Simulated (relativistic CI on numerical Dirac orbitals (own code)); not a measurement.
Ligand-field terms of d7

Computed with a parametric ligand-field model of a d^n configuration (Racah B and C, spin-orbit zeta, crystal field), exact diagonalisation.

Field parameters in Wybourne normalisation: Oh B⁴₀ = 21Dq, B⁴₄ = √(5/14) B⁴₀; Td as Oh with Dq negative (B⁴₀ = 21Dq, B⁴₄ = √(5/14) B⁴₀). The field is a parameter set, without covalency.

**Question.** Lowest levels for B = 620, C = 2510, ζ = 3950 cm⁻¹, Td, 10Dq = -8300 cm⁻¹?

**Answer.** Γ8 0 (S 1.43), Γ8 4749 (S 1.24), Γ6 6278 (S 1.20), Γ8 9917 (S 1.15), Γ7 12350 (S 1.31), Γ6 12989 (S 1.39), Γ7 13418 (S 1.29), Γ8 13541 (S 1.15), Γ8 14828 (S 1.20) cm⁻¹, with S from ⟨S²⟩ = S(S + 1). The ground level has 3.73 electrons in the cubic e pair.

**Question.** Lowest levels for B = 390, C = 1390, ζ = 200 cm⁻¹, Td, 10Dq = -7200 cm⁻¹?

**Answer.** Γ8 0 (S 1.50), Γ8 6764 (S 0.88), Γ6 7058 (S 1.24), Γ8 7183 (S 1.28), Γ7 7292 (S 1.50), Γ8 7317 (S 1.27), Γ6 7376 (S 0.91), Γ8 7394 (S 0.83), Γ7 10129 (S 0.65) cm⁻¹, with S from ⟨S²⟩ = S(S + 1). The ground level has 4.00 electrons in the cubic e pair.

**Question.** Lowest levels for B = 660, C = 3250, ζ = 1200 cm⁻¹, Oh, 10Dq = 29100 cm⁻¹?

**Answer.** Γ8 0 (S 0.52), Γ6 12854 (S 1.50), Γ8 13555 (S 1.49), Γ7 14845 (S 1.50), Γ8 14920 (S 1.49), Γ8 26338 (S 0.51), Γ6 27353 (S 0.51), Γ8 27512 (S 0.52), Γ7 27939 (S 0.51) cm⁻¹, with S from ⟨S²⟩ = S(S + 1). The ground level has 1.04 electrons in the cubic e pair.

**Question.** Lowest levels for B = 780, C = 3340, ζ = 820 cm⁻¹, Oh, 10Dq = 10650 cm⁻¹?

**Answer.** Γ6 0 (S 1.50), Γ8 498 (S 1.49), Γ8 1246 (S 1.47), Γ7 1549 (S 1.50), Γ8 6299 (S 0.56), Γ6 10246 (S 1.49), Γ8 10274 (S 1.46), Γ8 10354 (S 1.49), Γ7 10749 (S 1.48) cm⁻¹, with S from ⟨S²⟩ = S(S + 1). The ground level has 2.07 electrons in the cubic e pair.

**Question.** Lowest levels for B = 400, C = 1730, ζ = 240 cm⁻¹, Oh, 10Dq = 11050 cm⁻¹?

**Answer.** Γ8 0 (S 0.52), Γ6 2555 (S 1.50), Γ8 2708 (S 1.50), Γ7 2968 (S 1.50), Γ8 2991 (S 1.49), Γ8 9837 (S 0.51), Γ6 10017 (S 0.50), Γ8 10235 (S 0.52), Γ7 10346 (S 0.51) cm⁻¹, with S from ⟨S²⟩ = S(S + 1). The ground level has 1.05 electrons in the cubic e pair.
